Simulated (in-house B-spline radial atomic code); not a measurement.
Results of a calculation; reference values are marked as such.
# Weak and strong correlation along the adiabatic connection

Two-electron singlets in several external potentials (atomic units), by full CI in B-splines with partial waves to l = 8 (correlation energies up to 0.6 % small). The repulsion is scaled by λ at fixed density; W(λ) is the mean repulsion less the Hartree energy, W(0) = E_x, and the area under W from 0 to 1 is E_xc.

Relative drop (W(λ) − E_x)/E_x:

| system | λ = 0.12 | λ = 0.25 | λ = 0.4 | λ = 0.6 | λ = 0.8 | λ = 1 |
| --- | --- | --- | --- | --- | --- | --- |
| ω²r²/2 − Z/r, ω = 0.463, Z = 1 | 0.0152 | 0.0303 | 0.0463 | 0.0656 | 0.0828 | 0.0983 |
| −V exp(−r²/w²), V = 1.26, w = 8.91 | 0.0401 | 0.0753 | 0.1081 | 0.1420 | 0.1682 | 0.1890 |
| ω²r²/2 − Z/r, ω = 0.111, Z = 2 | 0.0109 | 0.0221 | 0.0342 | 0.0493 | 0.0632 | 0.0760 |
| ω²r²/2 − Z/r, ω = 4.62, Z = 1.5 | 0.0057 | 0.0117 | 0.0184 | 0.0270 | 0.0352 | 0.0430 |
| −Z/r, Z = 7.75 | 0.0024 | 0.0050 | 0.0079 | 0.0118 | 0.0155 | 0.0193 |
| empty sphere, radius 2.83 bohr | 0.0217 | 0.0428 | 0.0645 | 0.0896 | 0.1111 | 0.1296 |
| −V exp(−r²/w²), V = 1.47, w = 5.72 | 0.0311 | 0.0598 | 0.0876 | 0.1181 | 0.1427 | 0.1629 |

Task: Order the systems by how far second-order (GL2) theory, half the initial slope (estimated from the first points of each curve), overshoots the correlation energy, least first.
A. empty sphere, radius 2.83 bohr
B. ω²r²/2 − Z/r, ω = 0.111, Z = 2
C. −Z/r, Z = 7.75
D. −V exp(−r²/w²), V = 1.47, w = 5.72
E. ω²r²/2 − Z/r, ω = 4.62, Z = 1.5
F. ω²r²/2 − Z/r, ω = 0.463, Z = 1
G. −V exp(−r²/w²), V = 1.26, w = 8.91

Result: C (GL2/E_c = 1.03), E (GL2/E_c = 1.08), B (GL2/E_c = 1.15), F (GL2/E_c = 1.22), A (GL2/E_c = 1.30), D (GL2/E_c = 1.45), G (GL2/E_c = 1.59).

Task: What else changes along this order?

Result: The ratio follows the bend of the curve. With it the leading natural occupation goes from 1.999 to 1.875 and −T_c/E_c from 0.97 to 0.63 between the first and the last.
